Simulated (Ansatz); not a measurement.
Series NiX2(NH3)2: binding per atom (eV) at several levels, gas phase, relaxed structures; Ansatz. Binding counts from free atoms in the multiplicity of their measured ground term, without zero-point energy. Singlets are spin-restricted. Names give formal oxidation states. The structures are stationary points that may keep the symmetry of their start. Remarks come from the PBE and PBE0 runs and from stability tests at other levels; not every state was tested.

```tsv
species	state	geometry	PBE-D4/def2-SVP	revPBE-D4/def2-TZVP	r2SCAN-D4/def2-TZVP	r2SCAN-D4/def2-TZVPD	PBE0-D4/def2-SVP	PBE0-D4/def2-TZVPD	remarks
cis-NiH2(NH3)2 (NiN2H8)	singlet	PBE0-D4/def2-SVP	3.11	3.01	3.02	3.03	2.95	2.95	–
trans-NiCl2(NH3)2 (NiN2Cl2H6)	singlet	PBE-D4/def2-SVP	3.39	3.24	3.27	3.27	3.25	3.22	restricted SCF unstable
```

Estimate the rows for trans-NiH2(NH3)2 (NiN2H8) (singlet, B3LYP-D4/def2-SVP geometry).


```json
{"species": "trans-NiH2(NH3)2 (NiN2H8)", "state": "singlet", "geometry": "B3LYP-D4/def2-SVP", "PBE-D4/def2-SVP": "3.09", "revPBE-D4/def2-TZVP": "2.99", "r2SCAN-D4/def2-TZVP": "3.00", "r2SCAN-D4/def2-TZVPD": "3.01", "PBE0-D4/def2-SVP": "2.95", "PBE0-D4/def2-TZVPD": "2.94"}
```
